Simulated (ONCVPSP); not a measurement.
## zirconium: excitation energies, all-electron against ONCV

ONCVPSP 4.0.1 input, shortened (lines: element, Z, core and valence counts, functional; n l f; lmax; l rc ep ncon nbas qcut; lloc lpopt rc5 dvloc0; l nproj debl; icmod fcfact rcfact), PBEsol, scalar-relativistic:

```
  Zr 40.00    6    4  -116133      upf
    1    0    2.00
    2    0    2.00
    2    1    6.00
    3    0    2.00
    3    1    6.00
    3    2   10.00
    4    0    2.00
    4    1    6.00
    4    2    2.00
    5    0    2.00
    2
    0    1.95    0.00    5    8    5.50
    1    1.50    0.00    3    7    4.50
    2    2.00    0.00    4    7    4.10
    4    5    1.40    1.00
    0    3    1.70
    1    1    3.40
    2    2    3.50
    3    5.50    1.25
```

Energies are relative to the spin-unpolarised reference configuration 4s2 4p6 4d2 5s2; without spin polarisation the order of configurations can differ from experiment.

(1) Give the all-electron excitation energy and the error of the potential for: 4s2 4p6 4d2 5s1; 4s2 4p6 4d2 5s0; 4s2 4p6 4d1 5s0; 4s2 4p6 4d2 5s0 5p2.

## Answers

(1)

```tsv
valence configuration	charge	ΔE all-electron (eV)	error AE − PS (meV)
4s2 4p6 4d2 5s1	+1	7.171	-1.6
4s2 4p6 4d2 5s0	+2	20.081	-6.6
4s2 4p6 4d1 5s0	+3	42.666	+4.5
4s2 4p6 4d2 5s0 5p2	0	6.266	+56
```
